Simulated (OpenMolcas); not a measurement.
Nd⁴⁺.

- Program: OpenMolcas 26.06
- Method: CASSCF
- Basis: ANO-RCC-VTZP [8s7p5d3f2g1h]
- Scalar Hamiltonian: DKH2, point nucleus
- Active space: 2 electrons in 7 orbitals (4f)
- State averaging: 2S+1 = 3 even, 21 roots; 2S+1 = 1 even, 28 roots
- Spin-orbit coupling: state interaction with AMFI integrals over the reference wave functions, term energies averaged over their components

Levels without dynamic correlation, in cm⁻¹ above 4f² ³H₄:

```csv
Level,E
4f² ¹D₂,26943
4f² ³F₂,7775
4f² ¹I₆,32224
4f² ³P₀,33503
4f² ¹S₀,73486
```

On this reference, SS-CASPT2, IPEA 0.25 Eh, imaginary shift 0.1 Eh (closed shells correlated: 5s 5p) puts 4f² ¹D₂ at 23550 cm⁻¹.

Question: Estimate the other levels at that method by one scale factor, and say how well it serves.

Answer: The factor is 23550 / 26943 = 0.874. Scaled values beside those that SS-CASPT2 gives and measured ones (the list in Carvajal Gallego et al., Mon. Not. R. Astron. Soc. 518, 332 (2023)):
```tsv
Level	Scaled	SS-CASPT2	Miss (%)	Measured
4f² ³F₂	6795	6490	+4.7	5894
4f² ¹I₆	28164	29940	-5.9	26088
4f² ³P₀	29282	29260	+0.1	25051
4f² ¹S₀	64227	63170	+1.7
```
For these levels the scaled values miss SS-CASPT2 by up to 5.9 %, as correlation changes each term by its own factor, spin-orbit parts do not scale and CASPT2 has its own spread within terms. This holds within one configuration; levels of others move differently, and the target method has errors of its own against measurement.

Term energies are means over components that CASPT2 splits; among the terms shown or strongly mixed into the levels shown the widest spread is 800 cm-1 (4f² ¹I, SS-CASPT2). Without dynamic correlation excited terms often stand tens of per cent too high (terms of higher spin than the ground term too low), and those without a measured partner can miss by more than the paired ones (holds for CASSCF). Some terms miss by over 15 % even with CASPT2, which points to a basis or an active space too small for the shells correlated (holds for SS-CASPT2). Computed and measured levels are paired by configuration, term and J; levels that our copy of the source lacks, or whose pairing is in doubt (as where it misses far off the trend of its configuration), stay unpaired and out of the deviations. Levels of configurations outside the active space are missing.
